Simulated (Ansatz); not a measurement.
```yaml
crystal:
  periodic: [false, false, false]
  atoms:
    - {symbol: C, position_ang: [0.226394, -0.660104, -0.969928]}
    - {symbol: h, position_ang: [0.630440, 0.154115, 0.243969]}
    - {symbol: F, position_ang: [1.407483, -0.173836, 1.366331]}
    - {symbol: S, position_ang: [-0.799635, 1.759331, 1.240002]}
    - {symbol: Br, position_ang: [1.817418, 2.071515, -0.667008]}
    - {symbol: H, position_ang: [0.517212, -1.258151, -1.395971]}
    - {symbol: H, position_ang: [-0.798321, -1.356670, -0.226770]}
    - {symbol: H, position_ang: [-0.947855, -0.248331, -1.618528]}
    - {symbol: H, position_ang: [-1.982268, 0.612941, 1.526122]}
basis:
  gaussian: {orbitals: pcseg-2}
hamiltonian: {xc: {name: r2SCAN50}}
output: {forces: true}
```

```sh
$ ansatz run in.yaml --threads 4 --pin off --events-out ev --progress --plain --max-ram 10444MiB
```

Output, abridged:

```
Error: YAML parse error: error: line 5 column 16: `h` is not an element symbol (H … Og, case-exact)
 --> <input>:5:16
3 |   atoms:
4 |     - {symbol: C, position_ang: [0.226394, -0.660104, -0.969928]}
5 |     - {symbol: h, position_ang: [0.630440, 0.154115, 0.243969]}
6 |     - {symbol: F, position_ang: [1.407483, -0.173836, 1.366331]}
7 |     - {symbol: S, position_ang: [-0.799635, 1.759331, 1.240002]}
```

In this input an element symbol is wrong. The input was rejected before any iteration.
